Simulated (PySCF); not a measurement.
CH3F3O3Si, SMILES FC([Si](O)(O)O)(F)F.

Geometry: PBE0-D3(BJ)/def2-SVP. The values are those of a single conformer.

Two levels are set side by side: PBE/def2-TZVP (PySCF) and M06-2X/def2-TZVP (PySCF). Same geometry, gas phase. Differences are taken from unrounded values.

| quantity | PBE |
|---|---|
| orbital gap (eV) | 6.84 |
| highest occupied level (eV) | -7.45 |
| lowest empty level (eV) | -0.61 |
| dipole moment (D) | 0.48 |

Task: These are the PBE values. What does M06-2X give? (An estimate is asked for; the answer gives what the named calculation found.)

Result: 
| quantity | M06-2X | PBE minus M06-2X |
|---|---|---|
| orbital gap (eV) | 11.65 | -4.81 |
| highest occupied level (eV) | -10.77 | 3.33 |
| lowest empty level (eV) | 0.88 | -1.48 |
| dipole moment (D) | 0.61 | -0.13 |

Without exact exchange PBE keeps part of each electron's self-repulsion, which lifts occupied levels and narrows the gap. Differences between two approximate levels are no errors against the true value.

Rough cost on one machine, each run with all the roots and properties that it gave: M06-2X against PBE about 2 times.
